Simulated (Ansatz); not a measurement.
BMe2(OH) (C2H7BO), relaxed as a singlet with RKS PBE0-D4/def2-SVP in Ansatz, starting from the GFN2-xTB geometry. Force threshold 0.02 eV/Å.

Start:

```xyz
11

B    -0.4002    0.0177    0.0833
C     0.2093    1.4832    0.0054
H     1.1190    1.5737    0.5941
H    -0.4928    2.2374    0.3481
H     0.4789    1.7282   -1.0197
C     0.5303   -1.2582   -0.1474
H    -0.0260   -2.1925   -0.2089
H     1.2442   -1.3604    0.6677
H     1.1185   -1.1645   -1.0567
O    -1.7085   -0.0896    0.3481
H    -2.0727   -0.9751    0.3860
```

Problem. Estimate the energy that the relaxation releases and the steps that it takes.

Solution. 4.6 kJ/mol, in 5 steps; 4.4 s on 4 threads of Arm Neoverse V2 on a shared host. No frequencies were taken in this run, so the end may be a saddle point.

Problem. Does the start keep its bonding?

Solution. By distances, no bond broke or formed. The bond that changes most is B1–O10, from 1.34 to 1.36 Å (atoms count from 1).

Problem. Predict the relaxed structure.

Solution. 
```
atom   x (Å)   y (Å)   z (Å)
  B1  -0.391   0.026   0.084
  C2   0.207   1.481   0.015
  H3   1.145   1.568   0.588
  H4  -0.499   2.248   0.364
  H5   0.472   1.715  -1.031
  C6   0.509  -1.255  -0.144
  H7  -0.045  -2.206  -0.200
  H8   1.237  -1.341   0.681
  H9   1.110  -1.155  -1.063
 O10  -1.722  -0.083   0.347
 H11  -2.023  -0.998   0.360
```
Bond lengths: 2 × B–C 1.57 to 1.58 Å; 1 × B–O 1.36 Å; 6 × C–H 1.10 Å; 1 × H–O 0.96 Å.
